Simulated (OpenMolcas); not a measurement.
# Cl2+: effect of the level shift or regulariser

```json
{
  "Program": "OpenMolcas 26.06",
  "Basis": "ANO-RCC-VTZP [5s4p2d1f]",
  "Scalar Hamiltonian": "DKH2, point nucleus",
  "Active space": "5 electrons in 4 orbitals (3s 3p)",
  "State averaging": "2S+1 = 4 odd, 1 root; 2S+1 = 2 odd, 11 roots; 2S+1 = 4 even, 3 roots; 2S+1 = 2 even, 9 roots",
  "Spin-orbit coupling": "RASSI with atomic mean-field integrals over the reference wave functions, term energies averaged over their components"
}
```

Methods on the same reference wave functions:
A. CASSCF
B. MS-CASPT2, IPEA 0.25 Eh, imaginary shift 0.1 Eh (closed shells correlated: 2s 2p)
C. MS-CASPT2, IPEA 0.25 Eh, real shift 0.2 Eh (closed shells correlated: 2s 2p)

Energies in cm⁻¹ above 3s² 3p³ ⁴S°_3/2, the measured ground level; measured values from Moore, Atomic Energy Levels, vol. I, NSRDS-NBS 35 (1971 reprint of NBS Circular 467, 1949).

```tsv
Level	A	B	C	Measured
3s² 3p³ ⁴S°_3/2	0.0	0.0	0.0	0.0
3s² 3p³ ²D°_3/2	22605	18940	18970	18053
3s² 3p³ ²D°_5/2	22680	19000	19030	18120
3s² 3p³ ²P°_1/2	31269	30450	30460	29812
3s² 3p³ ²P°_3/2	31334	30500	30510	29907
3s 3p⁴ ⁴P_5/2	106211	102520	102770	98520
3s 3p⁴ ⁴P_3/2	106828	103130	103390	99130
3s 3p⁴ ⁴P_1/2	107186	103490	103740	99475
3s 3p⁴ ²D_3/2	150591	134460	135140	
3s 3p⁴ ²D_5/2	150601	134480	135150	
3s 3p⁴ ²S_1/2	172988	163220	163380	
3s 3p⁴ ²P_3/2	192801	176270	176570	
3s 3p⁴ ²P_1/2	193535	177010	177310	
3p⁵ ²P°_3/2	294464	265230	265840	
3p⁵ ²P°_1/2	295532	266300	266910
```

Deviations, from unrounded energies. A percentage is the sum of absolute deviations over the sum of measured energies, with the sign that they share, or ± where signs differ.

```tsv
Against measurement	Levels	A	B	C
mean absolute deviation (cm-1)	7	5000	2100	2300
other terms of the ground configuration (%)	4	+12.5	+3.1	+3.2
other configurations (%)	3	+7.8	+4.0	+4.3
```

B lies closest to measurement on these levels and A furthest from it. The largest miss of B in the table is 3s 3p⁴ ⁴P_1/2, by +4000 cm-1. The ranking rests on the paired levels alone, and a cruder setting can come out closer through cancelling errors.

Between B and C the level of the table that moves most is 3s 3p⁴ ²D_3/2, by 680 cm-1 (lowest in B, highest in C). Moves below CASPT2's spread within the term are not significant.

The mean deviations of B to C differ by less than CASPT2's widest spread within a term (1700 cm-1), so their order carries little weight.

From A to B the spin-free energies of the other terms of 3s² 3p³ shown, above ⁴S°, scale by factors of 0.84 to 0.97.

The lowest spin-free term lies below A's lowest term by 0.118 hartree in B, 0.118 hartree in C.

CASPT2 breaks the degeneracy within a term, and the mean is taken; among the terms shown or strongly mixed into the levels shown the widest spread is 1700 cm-1 (3s 3p⁴ ²D, B). Over all roots computed the reference weight is 0.87 to 0.96 in B, 0.90 to 0.97 in C; the roots of lowest weight are the least certain, and an intruder state may touch them. Terms of s pⁿ other than that of highest spin mix with s² pⁿ⁻² d, which this space lacks; all of them can be thousands of cm-1 off, and some have no real level of that name. Measured partners are found by configuration, term and J. A level has none where our copy of the source lacks it or the pairing is in doubt (some pairs that miss far off the trend of their configuration count as doubtful), and it then counts in no deviation. Levels of configurations outside the active space are missing.

° marks odd parity.
